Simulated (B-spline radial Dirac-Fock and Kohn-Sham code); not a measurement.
These are calculated numbers from an atomic code on a B-spline grid; the model is Dirac-Fock energy differences between relaxed states, corrected for Breit and QED terms. Free neutral atoms.

Task: Order these X-ray lines by photon energy, lowest first.
A. Eu Lβ2
B. Tm Lβ2
C. Nd Lβ2
D. Gd Lη
E. Hf Lγ2
F. Pr Lβ3

Result: F (5597.2 eV), D (6044.3 eV), C (6088.8 eV), A (6837.0 eV), B (8464.3 eV), E (10833.4 eV).
